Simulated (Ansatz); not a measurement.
Frontier orbitals of `C[O][Ti]([OH])([F])[O][SiH3]`.

```tsv
atom	x (Å)	y (Å)	z (Å)
C1	-0.003	1.555	-2.089
O2	0.410	1.382	-0.771
Ti3	0.812	0.561	0.728
O4	0.098	1.442	2.117
F5	2.574	0.490	0.906
O6	0.158	-1.106	0.674
Si7	-0.640	-2.523	0.857
H8	-0.698	2.398	-2.152
H9	-0.505	0.655	-2.457
H10	0.861	1.765	-2.726
H11	-0.414	2.248	2.188
H12	0.339	-3.628	1.020
H13	-1.520	-2.461	2.053
H14	-1.473	-2.779	-0.348
```

Total charge 0; spin multiplicity 1. Correlated methods include outer-core shells of Ti, which these sets cover unevenly. Scalar relativity is left out up to krypton. Geometry: relaxed with PBE0-D4/def2-TZVP. It is one conformer, not always the lowest. Basis def2-TZVPP, Ansatz.

A caution on the coupled-cluster cation, which keeps the state that its UHF reference found: large T1 diagnostic of the cation.

(1) Compute the vertical ionisation energy as the energy of the cation minus that of the neutral molecule, at each level. (Estimate.)

## Answers

(1) Computed: 
```csv
level,IE (eV),difference from CCSD(T)/def2-TZVPP
PBE-D4/def2-TZVPP,9.76,-1.22
r2SCAN-D4/def2-TZVPP,10.00,-0.98
PBE0-D4/def2-TZVPP,10.40,-0.58
B3LYP-D4/def2-TZVPP,10.38,-0.60
ωB97X-V/def2-TZVPP,10.92,-0.06
ωB97M-V/def2-TZVPP,10.88,-0.10
B2PLYP/def2-TZVPP,10.70,-0.27
HF/def2-TZVPP,10.05,-0.92
MP2/def2-TZVPP,11.52,0.54
CCSD/def2-TZVPP,11.09,0.11
CCSD(T)/def2-TZVPP,10.98,0.00
HF/def2-QZVPP,10.04,-0.94
MP2/def2-QZVPP,11.62,0.64
```

B3LYP here is the variant with VWN-RPA as its local correlation; programs differ in this.
